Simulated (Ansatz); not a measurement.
Li₅H₅⁻. Charge -1, multiplicity 2. Geometry r2SCAN-D4/def2-TZVP, that of the neutral singlet; atoms count from 1.

```xyz
10

Li    0.516   -1.285   -0.871
Li    0.753    0.933    1.040
Li   -1.589   -0.139   -0.372
Li   -0.400   -1.352    1.424
Li    0.601    1.743   -1.475
H    -0.257    0.234   -1.624
H    -1.058   -1.870   -0.167
H     1.232    2.259   -0.013
H    -1.027    0.354    1.296
H     1.230   -0.876    0.761
```

The highest occupied level of the charge -1 doublet lies above zero (up to 0.79 eV). Energy differences put its binding near zero (0.04 eV; vertical, against the charge 0 singlet, at PBE0-D4/def2-TZVPD), which leaves it undecided. The structure comes from a short search, and lower isomers may exist.

(1) Estimate the Mulliken populations from the PBE0/def2-TZVPD orbitals of Ansatz.

(2) Where does the spin sit?

Answers

(1) 
```json
{"atom": "Li1", "charge (e)": "0.45", "spin (α − β)": "0.20"}
{"atom": "Li2", "charge (e)": "0.25", "spin (α − β)": "0.38"}
{"atom": "Li3", "charge (e)": "0.45", "spin (α − β)": "0.20"}
{"atom": "Li4", "charge (e)": "0.73", "spin (α − β)": "-0.02"}
{"atom": "Li5", "charge (e)": "0.69", "spin (α − β)": "0.17"}
{"atom": "H6", "charge (e)": "-0.77", "spin (α − β)": "0.03"}
{"atom": "H7", "charge (e)": "-0.72", "spin (α − β)": "0.01"}
{"atom": "H8", "charge (e)": "-0.69", "spin (α − β)": "0.00"}
{"atom": "H9", "charge (e)": "-0.70", "spin (α − β)": "0.01"}
{"atom": "H10", "charge (e)": "-0.70", "spin (α − β)": "0.01"}
```
Mulliken values depend strongly on the basis. With diffuse functions, as here, like atoms can get unlike values, and bond orders can come out too low or too high.

(2) Summed by element: Li 0.93, H 0.07, of 1 unpaired in all. Largest on single atoms: Li2 0.38, Li1 0.20, Li3 0.20.
